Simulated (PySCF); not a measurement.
# A ladder of Hamiltonians for Ho⁵⁵⁺ (holmium, charge +55)

Occupied: 1s1/2, 2s1/2, 2p1/2, 2p3/2, 3s1/2. Hartree-Fock calculated with PySCF 2.14 in an uncontracted even-tempered set (17 s from 7 bohr⁻², ratio 2.7; 13 p from 8.4 bohr⁻², ratio 2.7), Gaussian nucleus throughout. NR is non-relativistic, sf-X2C the spin-free one-electron X2C Hamiltonian, X2C adds the bare one-electron spin-orbit term, X2C-SNSO screens it by Boettger's factors, DC is four-component Dirac-Coulomb, and the Gaunt and Breit terms are added at first order (total energies over the DC spinors, levels after relaxing the spinors in that mean field). QED terms are absent. Levels marked empty are virtual spinors of this ion; the basis has s and p functions only, so 3d, which can lie below the n = 4 levels, is absent.

```json
{"Hamiltonian": "NR", "E (hartree)": "-8789.1652"}
{"Hamiltonian": "sf-X2C", "E (hartree)": "-9290.0803"}
{"Hamiltonian": "X2C", "E (hartree)": "-9298.5020"}
{"Hamiltonian": "X2C-SNSO", "E (hartree)": "-9297.9767"}
{"Hamiltonian": "DC", "E (hartree)": "-9301.8304"}
{"Hamiltonian": "DC+Gaunt", "E (hartree)": "-9291.2110"}
{"Hamiltonian": "DC+Breit", "E (hartree)": "-9292.1482"}
```

| level (eV) | NR | sf-X2C | X2C | X2C-SNSO | DC | DC+Gaunt | DC+Breit |
| --- | --- | --- | --- | --- | --- | --- | --- |
| 1s1/2 | -56508.4 | -60209.9 | -60200.3 | -60200.9 | -60265.2 | -60092.7 | -60104.2 |
| 2s1/2 | -12485.3 | -13530.6 | -13528.2 | -13528.4 | -13537.0 | -13518.6 | -13519.9 |
| 2p1/2 | -12127.1 | -12474.7 | -13123.8 | -13101.6 | -13106.8 | -13074.7 | -13078.0 |
| 2p3/2 | -12127.1 | -12474.7 | -12204.7 | -12212.4 | -12218.5 | -12196.6 | -12199.9 |
| 3s1/2 | -5168.1 | -5493.8 | -5493.4 | -5493.4 | -5495.5 | -5490.6 | -5491.2 |
| 3p1/2 (empty) | -4960.6 | -5097.7 | -5265.6 | -5259.9 | -5261.3 | -5253.1 | -5254.2 |
| 3p3/2 (empty) | -4960.6 | -5097.7 | -5027.1 | -5029.2 | -5030.4 | -5024.9 | -5026.1 |
| 4s1/2 (empty) | -2764.0 | -2893.0 | -2892.9 | -2892.9 | -2893.6 | -2891.9 | -2892.1 |

**Question.** How large are the two-electron picture-change error of X2C and the Breit correction in the total energy?

**Answer.** X2C-1e lies 3.3284 hartree above Dirac-Coulomb; Gaunt adds 10.6194 and the full Breit term 9.6822 hartree.

```json
{"interval (eV)": "2p3/2 − 2p1/2", "X2C": "919.1", "X2C-SNSO": "889.2", "DC": "888.3", "DC+Gaunt": "878.1", "DC+Breit": "878.1"}
{"interval (eV)": "3p3/2 − 3p1/2", "X2C": "238.5", "X2C-SNSO": "230.8", "DC": "230.8", "DC+Gaunt": "228.2", "DC+Breit": "228.2"}
```

Weight of the small component: 1s1/2 0.0628, 2s1/2 0.0145, 2p1/2 0.0143, 2p3/2 0.0133, 3s1/2 0.00558, 3p1/2 0.00549, 3p3/2 0.00522, 4s1/2 0.00267.

Koopmans' value for the highest occupied level at DC+Breit: 5491.2 eV, against an ionisation energy of 5494 ± 5 eV (theoretical estimate listed by NIST; NIST Atomic Spectra Database, ionization energies); the former lacks relaxation, correlation, QED and recoil.

The whole ladder took 110 s of wall time on 1 thread of Neoverse-N1 (shared host), launched as `OMP_NUM_THREADS=1 python relrun2.py TASK.json OUT` (a driver that calls PySCF for each Hamiltonian).
